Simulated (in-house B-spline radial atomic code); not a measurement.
The numbers below are computed, except where a source is named.
## Stopping and range of 30 keV Ti in InAs

The pair potential comes from two frozen, spherical free-atom densities (PBE, B-spline radial code, scalar-relativistic past argon): electrostatics plus the change in Thomas-Fermi kinetic and Dirac exchange energy where they overlap, the recipe behind the universal ZBL potential, which averages such potentials (from solid-state densities) over many pairs. It is written V = (Z1 Z2 e²/r) φ(r/a), with e² = 14.3996 eV·Å and a = 0.46850 Å/(Z1^0.23 + Z2^0.23); ZBL's fit is φ = 0.18175 e^(−3.1998x) + 0.50986 e^(−0.94229x) + 0.28022 e^(−0.4029x) + 0.02817 e^(−0.20162x). Where φ falls below 4e-4 it is continued as an exponential.

The target is taken as amorphous, with density 5.68 g/cm³ (NSM archive of the Ioffe Institute); channelling is ignored. Masses: Ti 47.87, In 114.82, As 74.92 u. Nuclear stopping is S_n = 4π a Z1 Z2 e² M1/(M1 + M2) × s_n(ε), with s_n integrated over impact parameters for each pair. Electronic stopping is Lindhard and Scharff's S_e = Z1^(1/6) 8π e² a0 Z1 Z2/(Z1^(2/3) + Z2^(2/3))^(3/2) × v/v0, with a0 = 0.529177 Å and v = v0 at 24.801 keV/u; it misses the oscillations with Z1 seen in experiment, which reach tens of per cent. Compounds add by atom fraction.

```csv
target atom,a (Å),ε at this energy,"s_n, this pair","s_n, ZBL potential"
In,0.10449,0.1425,0.345,0.334
As,0.10970,0.1921,0.3605,0.344
```

Question: What are the atom density and the stopping powers at entry?

Answer: N = 5.68 × 0.602214/94.87 = 0.03606 atoms/Å³. For In: S_n = 5998 × 0.345 = 2069 eV·Å², S_e = 3.2396 × √30000 = 561.1 eV·Å². For As: S_n = 5618 × 0.3605 = 2025 eV·Å², S_e = 2.7647 × √30000 = 478.9 eV·Å². Averaged over the target's atoms (half each) and times N × 10 Å/nm, the ion loses N S_n = 738 eV/nm to recoils and N S_e = 187 eV/nm to electrons; the nuclear share is 80 %.

Along the track:

```csv
E (keV),N S_n (eV/nm),N S_e (eV/nm)
1.5,333,41.9
4.5,495,72.6
9,602,103
15,671,133
22.5,715,162
30,738,187
```

Question: Estimate the path length and the projected range.

Answer: With continuous slowing down the path is the integral of dE/(N (S_n + S_e)). Trapezoids over the table give 39.1 nm, and the stretch below the first row, with stopping taken as √E, adds 2E/(N S) = 8 nm: 47.1 nm in all, against 45.9 nm on a fine grid from 5 eV. Deflections shorten the depth: to first order in the energy passed on, N (S_n + S_e) dR_p/dE = 1 − N S_n (M2/M1) R_p/(2E), summed over the target's atoms, and integrating this on the fine grid gives R_p = 20.4 nm, 0.44 of the path. Lindhard's rule of thumb R/(1 + M2/3M1), with mean M2/M1 = 1.98, gives 27.6 nm. On the ZBL potential the same equation gives 21.2 nm, and the full integral equation, which keeps hard collisions, 22.7 nm.
